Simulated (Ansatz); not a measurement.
Two shapes of singlet ZnCl2.

Shape 1:

```xyz
3

Cl    0.0000    0.0000   -2.2648
Zn    0.0000    0.0000    0.0000
Cl    0.0000    0.0000    2.2648
```

Shape 2:

```xyz
3

Cl    0.0037    0.0093   -2.0974
Zn   -0.0048    0.0080    0.0036
Cl    0.0014   -0.0078    2.1031
```

Basis set: cc-pVTZ (spherical functions). Frozen core: 15 orbitals. Charge 0, multiplicity 1.

Computed with Ansatz (development build ahead of 0.2.0); each method stands on the lowest determinant of its kind that the runs found.

Question: Which shape is lower in energy, and by how much in each method?

Answer:

```tsv
method	E(2) − E(1) (eV)
RHF	-0.273
RHF-MP2	-0.501
```

Shape 2 is lower.
